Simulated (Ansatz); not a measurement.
Cost and result up the ladder for GaMe2H (C₂H₇Ga) (10 atoms). The state is a singlet with charge 0. Geometry: r2SCAN-D4/def2-SVP.

| atom | x (Å) | y (Å) | z (Å) |
| --- | --- | --- | --- |
| C1 | -0.486 | -1.220 | 1.128 |
| C2 | 0.024 | 1.214 | -1.229 |
| Ga3 | 0.711 | 0.007 | 0.164 |
| H4 | -0.487 | -2.193 | 0.604 |
| H5 | -1.528 | -0.864 | 1.150 |
| H6 | -0.150 | -1.414 | 2.159 |
| H7 | -0.106 | 2.221 | -0.793 |
| H8 | -0.955 | 0.899 | -1.624 |
| H9 | 0.730 | 1.324 | -2.067 |
| H10 | 2.247 | 0.026 | 0.507 |

Ansatz on 2 threads of Intel Xeon 6975P-C on a shared host. Times are rough, and most runs start from the orbitals of an earlier one. CAM-B3LYP-D4/def2-TZVP serves as the yardstick here, not as an exact answer. Differences are given only for rows in sets of like size (and for xTB, whose basis is part of the method), since another set adds its own error. Binding counts from free atoms at the same level (C triplet, Ga doublet, H doublet; other spins of the atoms weren't run), without zero-point energy or a counterpoise term.

Correlated methods freeze 11 core orbitals; core or outer-core shells of Ga are correlated, in sets that lack core-valence functions.

Correlated methods converge slowly with the basis.

```csv
level,functions,wall time,binding energy per atom (eV),difference from CAM-B3LYP-D4/def2-TZVP (eV)
PBE-D4/def2-SVP,95,0.6 s,3.51,–
PBE0-D4/def2-SVP,95,0.7 s,3.49,–
PBE-D4/def2-TZVP (with forces),152,1.2 s,3.50,0.01
PBE0-D4/def2-TZVP,152,1.4 s,3.47,-0.01
CAM-B3LYP-D4/def2-TZVP,152,1.6 s,3.49,0.00
r2SCAN-D4/def2-TZVP,152,1.8 s,3.49,0.00
r2SCANh-D4/def2-TZVP,152,2.1 s,3.48,-0.01
CCSD(T)/def2-TZVP,152,9.5 s,3.38,-0.11
```
